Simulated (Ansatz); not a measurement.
BFH (SMILES [BH]F) moved off its minimum; all values from Ansatz (a program for electronic structure), cores frozen in correlated methods. Open shells are unrestricted.
(charge 0, multiplicity 2)
```xyz
3

B     -0.59853     0.49687    -0.04858
F      0.55843    -0.02927    -0.26472
H     -1.61566    -0.19198     0.08431
```

Forces at B3LYP/def2-TZVPP (eV/Å):

| atom | Fx | Fy | Fz |
|---|---|---|---|
| B1 | -1.138 | 0.001 | 0.187 |
| F2 | 0.563 | -0.319 | -0.108 |
| H3 | 0.575 | 0.318 | -0.079 |

**Question.** Give the forces (eV/Å), the total energy and the dipole at CCSD(T)/aug-cc-pVTZ.

**Answer.** 
```json
[
 {"atom": "B1", "Fx": "-1.342", "Fy": "0.103", "Fz": "0.226"},
 {"atom": "F2", "Fx": "0.784", "Fy": "-0.415", "Fz": "-0.149"},
 {"atom": "H3", "Fx": "0.558", "Fy": "0.312", "Fz": "-0.076"}
]
```
Energy -125.0889 hartree, dipole 0.56 D.
